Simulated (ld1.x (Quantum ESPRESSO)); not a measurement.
Plane-wave convergence, RRKJ potential for Ba (Z = 56)

barium (Ba), norm-conserving RRKJ (Kleinman–Bylander form), made with ld1.x (Quantum ESPRESSO) 7.5 (LDA (PZ), scalar-relativistic). Core [Kr] 4d10, reference 5s2 5p6 5d0 6s0 6p0 (charge +2). Waves: 5s (bound): rc 2.10 bohr; 5p (bound): rc 3.15 bohr; 5d (bound, empty): rc 3.95 bohr. Local part: all-electron potential smoothed inside 1.85 bohr (lloc = -1). Core correction: none. rho0 = 0.01.

The pseudo-atom Hamiltonian at the reference potential is diagonalised in spherical Bessel functions j_l(qr) that vanish at 20 bohr, with q² up to the cutoff. All-electron valence levels (Ry): 5s -3.3973, 6s -0.9085, 5p -2.2839, 6p -0.6522, 5d -0.9575.

**Question.** How do the lowest levels (Ry) of each channel move with the cutoff, and are there ghosts?

**Answer.**

| cutoff (Ry) | s #1 | s #2 | p #1 | p #2 | p #3 | d #1 | d #2 | f #1 | Σ f·Δε (mRy) |
| --- | --- | --- | --- | --- | --- | --- | --- | --- | --- |
| 8 | -3.2742 | -0.9434 | -2.2793 | -0.6568 | -0.3103 | -0.9562 | -0.3560 | -0.3134 | 274.1 |
| 12 | -3.3553 | -0.9442 | -2.2839 | -0.6632 | -0.3129 | -0.9575 | -0.3565 | -0.3183 | 84.2 |
| 18 | -3.3924 | -0.9455 | -2.2839 | -0.6655 | -0.3141 | -0.9575 | -0.3565 | -0.3211 | 9.9 |
| 30 | -3.3949 | -0.9725 | -2.2839 | -0.6669 | -0.3149 | -0.9575 | -0.3565 | -0.3222 | 4.9 |
| 40 | -3.3972 | -0.9909 | -2.2839 | -0.6670 | -0.3150 | -0.9575 | -0.3565 | -0.3222 | 0.3 |
| 50 | -3.3973 | -0.9922 | -2.2839 | -0.6670 | -0.3150 | -0.9575 | -0.3565 | -0.3222 | 0.2 |
| 400 | -3.3973 | -0.9922 | -2.2839 | -0.6670 | -0.3150 | -0.9575 | -0.3565 | -0.3222 | 0.0 |

Result: no extra level below or beside the all-electron valence levels (s, p, d, f tested); 10 mRy is reached at 18 Ry and 1 mRy at 40 Ry.

The cutoffs count occupied waves only; the empty 6s level needs 35 Ry at the loose tolerance. Its largest configuration-test error is +2507 meV.
